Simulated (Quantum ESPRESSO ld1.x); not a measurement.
Te49+, configuration 1s1.5 2s1 2p0.5 (fractional occupations, a model configuration). Calculated with ld1.x of Quantum ESPRESSO 7.5: scalar-relativistic Kohn-Sham, LDA (Slater exchange, Perdew-Wang correlation), spin-polarised, spherical densities, point nucleus; open shells are filled with parallel spins first.

Unscreened Slater integrals over Kohn-Sham orbitals (hartree). They are taken over the spin-up orbitals.

\begin{tabular}{lr}
integral & value \\ \hline
F0(2p,2p) & 9.4550 \\
F2(2p,2p) & 4.5336 \\
F0(2p,2s) & 8.5951 \\
G1(2p,2s) & 4.7858 \\
F0(2p,1s) & 12.738 \\
G1(2p,1s) & 2.5930 \\
F0(2s,2s) & 8.0659 \\
F0(2s,1s) & 11.333 \\
G0(2s,1s) & 1.1804 \\
F0(1s,1s) & 34.186 \\
\end{tabular}

Derived for the open shells (J is the average intra-shell exchange parameter used in DFT+U). 2p: J = F2/5 = 0.9067 hartree.
